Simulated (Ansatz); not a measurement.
## triplet C: levels of theory in one basis

A single C atom.

Basis set: aug-cc-pVDZ (spherical functions). Left uncorrelated: 1 orbital. Correlation on ROHF uses semicanonical orbitals with singles. Charge 0, multiplicity 3.

Computed with Ansatz (development build ahead of 0.2.0); each method stands on the lowest determinant of its kind that the runs found.

```json
{"method": "ROHF", "E − E(ROHF) (eV)": "0.00", "<S²> of the determinant": "2.00"}
{"method": "UHF", "E − E(ROHF) (eV)": "-0.13", "<S²> of the determinant": "2.01"}
{"method": "ROHF-MP2", "E − E(ROHF) (eV)": "-1.57", "<S²> of the determinant": "–"}
{"method": "UHF-MP2", "E − E(ROHF) (eV)": "-1.59", "<S²> of the determinant": "2.01"}
```

Question: Is a single determinant a sound starting point here?

Answer: By this sign, yes. Unrestricted orbitals gain 0.13 eV and <S²> is 2.01 against 2.00 for a pure state.
